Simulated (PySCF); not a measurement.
## Cost of excited-state runs on `C=C(F)[C@@H](CCl)C(F)(F)F`, C5H5ClF4

Geometry:
```tsv
atom	x (Å)	y (Å)	z (Å)
C1	1.645	-1.564	-0.220
C2	0.930	-0.486	-0.471
F3	1.230	0.302	-1.522
C4	-0.252	0.016	0.319
C5	-0.080	1.484	0.718
Cl6	1.270	1.628	1.872
C7	-1.540	-0.133	-0.499
F8	-1.581	0.657	-1.573
F9	-2.618	0.172	0.241
F10	-1.714	-1.390	-0.923
H11	2.476	-1.831	-0.846
H12	1.419	-2.199	0.614
H13	-0.374	-0.607	1.209
H14	0.160	2.097	-0.152
H15	-0.976	1.862	1.211
```

PySCF with density fitting, on 1 thread of an Arm Neoverse V1, shared host. Command: `OMP_NUM_THREADS=1 python excited_run.py task.json out`

Task: How long does this run take, and how much memory?
- magnetisability and related constants, B3LYP/pcSseg-1; usual settings

Result: 
```csv
run,level,basis functions,wall time,peak memory (GiB)
magnetisability and related constants,B3LYP/pcSseg-1,202,44 s,0.91
```
Times from a shared host are rough.
